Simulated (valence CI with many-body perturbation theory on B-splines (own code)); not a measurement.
## E1 transitions of Eu12+

Calculated by relativistic CI+MBPT: five valence electrons over a frozen Dirac-Fock core [Kr] 4d10, a basis of 7 s, 7 p, 7 d, 7 f, 4 g, 2 h functions for each j, with the one-electron correlation potential Σ1 (screened to all orders), the two-electron term Σ2, the three-electron term Σ3, Breit, model QED; selected single and double excitations, second order for the rest, scaled by the run's own slope (own B-spline code, finite nucleus).

No measured levels were compared; by estimate terms of the open shell hold to a few per cent of their energy, and close levels can change places. Core correlation moves these levels by up to 43000 cm⁻¹, and in measured spectra 5 to 20 % of such shifts remained as error; rates that hang on mixing are uncertain with them. Among the levels kept, up to 720 cm⁻¹ of a level comes from second order outside the variational space, and about a tenth of that is noise between levels of different J, which matters for small intervals.

Lines 1 to 50 of 151 in falling wavelength, among levels below 113820 cm⁻¹, chosen from the strongest by gf and those to the six lowest levels. Wavelengths and rates use the calculated energies, so an error of 2000 cm⁻¹ moves a line at 3509 Å by 7 % and its rate by three times that or more. Electric multipoles are in the length gauge, E1 and E2 with the static RPA response of the core. Weak lines are less certain than strong ones. Lines between different terms over intervals too small for the method are left out, as are lines whose strength nearly cancels. Where a level lies close to another of its J and parity, the split of strength between their lines is uncertain. The highest levels of a list are the least certain.

Names give the largest LS component (configuration and term), which can be under half, so a name can repeat, a term be missing and a line seem to break the LS rules; names also repeat where a configuration has a term twice. Letters in brackets count levels of one name in rising energy.

```
λ vac (Å)           Upper                 Lower   A (s⁻¹)  S (a.u.) with core polarisation  S without
     3509   4f4 5s 4I_9/2   4f3 5s2 2G°_7/2 [b]  1.63e+01                         3.48e-06   4.06e-06
     3171   4f4 5s 6F_9/2   4f3 5s2 2G°_7/2 [b]  9.68e-01                         1.52e-07   1.82e-07
     2995  4f4 5s 4I_11/2   4f3 5s2 2G°_9/2 [b]  8.29e+00                         1.32e-06   1.49e-06
     2991   4f4 5s 6F_9/2   4f3 5s2 2G°_9/2 [b]  7.92e+00                         1.05e-06   1.21e-06
     2371   4f4 5s 4I_9/2   4f3 5s2 2F°_7/2 [a]  3.85e+00                         2.53e-07   3.14e-07
     2286   4f4 5s 6F_7/2   4f3 5s2 2F°_7/2 [a]  1.42e+00                         6.71e-08   8.35e-08
     2273   4f4 5s 6F_3/2       4f3 5s2 2F°_5/2  8.40e+00                         1.95e-07   2.50e-07
     2211   4f4 5s 6F_9/2   4f3 5s2 2F°_7/2 [a]  1.18e+00                         6.29e-08   7.79e-08
     2173   4f4 5s 6F_7/2       4f3 5s2 2F°_5/2  1.70e+01                         6.88e-07   8.40e-07
     2147   4f4 5s 6S_5/2       4f3 5s2 2F°_5/2  4.62e+00                         1.35e-07   1.65e-07
     2127  4f4 5s 6I_15/2      4f3 5s2 2I°_13/2  9.37e+00                         7.12e-07   8.54e-07
     2102  4f4 5s 6I_13/2      4f3 5s2 2I°_11/2  2.87e+00                         1.84e-07   2.21e-07
     2078  4f4 5s 6I_17/2      4f3 5s2 2L°_17/2  1.03e+00                         8.21e-08   1.11e-07
     1967  4f4 5s 6I_17/2      4f3 5s2 2L°_15/2  2.05e+00                         1.38e-07   1.95e-07
     1952   4f4 5s 6F_3/2   4f3 5s2 2D°_5/2 [b]  8.15e+01                         1.20e-06   1.44e-06
     1922   4f4 5s 6F_5/2   4f3 5s2 2D°_5/2 [b]  9.57e+01                         2.01e-06   2.42e-06
     1910   4f4 5s 6F_1/2   4f3 5s2 2D°_3/2 [b]  3.56e+02                         2.45e-06   3.02e-06
     1908   4f4 5s 4I_9/2  4f3 5s2 2H°_11/2 [b]  4.33e+00                         1.49e-07   1.87e-07
     1894   4f4 5s 6F_3/2   4f3 5s2 2D°_3/2 [b]  7.21e+01                         9.67e-07   1.16e-06
     1878   4f4 5s 6F_7/2   4f3 5s2 2D°_5/2 [b]  3.50e+02                         9.14e-06   1.13e-05
     1866   4f4 5s 6F_5/2   4f3 5s2 2D°_3/2 [b]  3.92e+02                         7.55e-06   9.22e-06
     1858   4f4 5s 6S_5/2   4f3 5s2 2D°_5/2 [b]  8.71e+01                         1.65e-06   1.98e-06
     1806   4f4 5s 6S_5/2   4f3 5s2 2D°_3/2 [b]  7.43e+00                         1.30e-07   1.51e-07
     1805  4f4 5s 4I_11/2  4f3 5s2 2H°_11/2 [b]  4.75e+01                         1.65e-06   2.00e-06
     1804   4f4 5s 6F_9/2  4f3 5s2 2H°_11/2 [b]  2.53e+00                         7.33e-08   8.34e-08
     1802   4f4 5s 4I_9/2   4f3 5s2 2H°_9/2 [b]  9.63e+01                         2.78e-06   3.29e-06
     1790  4f4 5s 6I_11/2      4f3 5s2 4G°_11/2  3.16e+00                         1.07e-07   1.27e-07
     1784   4f4 5s 6I_7/2       4f3 5s2 4G°_9/2  3.45e+00                         7.72e-08   9.59e-08
     1732   4f4 5s 6I_9/2       4f3 5s2 4G°_9/2  1.01e+01                         2.59e-07   3.15e-07
     1726   4f4 5s 4I_9/2       4f3 5s2 4D°_7/2  3.93e+00                         9.97e-08   1.23e-07
     1722  4f4 5s 6I_13/2      4f3 5s2 4G°_11/2  3.70e+00                         1.31e-07   1.54e-07
     1716   4f4 5s 6F_5/2       4f3 5s2 4D°_7/2  2.94e+02                         4.40e-06   5.27e-06
     1709  4f4 5s 4I_11/2   4f3 5s2 2H°_9/2 [b]  2.22e+01                         6.57e-07   7.30e-07
     1681   4f4 5s 6F_7/2       4f3 5s2 4D°_7/2  6.14e+02                         1.15e-05   1.38e-05
     1674  4f4 5s 6I_11/2       4f3 5s2 4G°_9/2  7.34e+00                         2.04e-07   2.44e-07
     1671  4f4 5s 6I_13/2      4f3 5s2 2K°_15/2  4.87e+00                         1.57e-07   2.02e-07
     1665   4f4 5s 6S_5/2       4f3 5s2 4D°_7/2  1.07e+02                         1.46e-06   1.64e-06
     1659   4f4 5s 6F_1/2       4f3 5s2 4D°_1/2  4.05e+03                         1.82e-05   2.25e-05
     1647   4f4 5s 6F_3/2       4f3 5s2 4D°_1/2  4.02e+03                         3.55e-05   4.39e-05
     1645   4f4 5s 6I_7/2   4f3 5s2 2G°_7/2 [a]  3.51e+01                         6.18e-07   7.59e-07
     1640   4f4 5s 6F_9/2       4f3 5s2 4D°_7/2  1.47e+03                         3.21e-05   4.05e-05
     1640   4f4 5s 6I_7/2       4f3 5s2 4G°_5/2  1.26e+01                         2.19e-07   2.56e-07
     1624  4f4 5s 6I_11/2      4f3 5s2 2K°_13/2  2.81e+00                         7.13e-08   9.11e-08
     1616   4f4 5s 6F_1/2       4f3 5s2 4D°_3/2  2.84e+03                         1.18e-05   1.44e-05
     1612   4f4 5s 4I_9/2      4f3 5s2 2I°_11/2  2.59e+02                         5.35e-06   6.08e-06
     1610  4f4 5s 4I_11/2      4f3 5s2 2I°_13/2  7.11e+01                         1.76e-06   2.01e-06
     1608   4f4 5s 6F_3/2       4f3 5s2 4D°_5/2  1.19e+03                         9.80e-06   1.17e-05
     1608  4f4 5s 6I_15/2      4f3 5s2 2K°_15/2  1.51e+01                         4.97e-07   5.96e-07
     1605   4f4 5s 6F_3/2       4f3 5s2 4D°_3/2  1.63e+03                         1.33e-05   1.61e-05
     1600   4f4 5s 6I_9/2   4f3 5s2 2G°_7/2 [a]  2.80e+01                         5.66e-07   7.07e-07
```
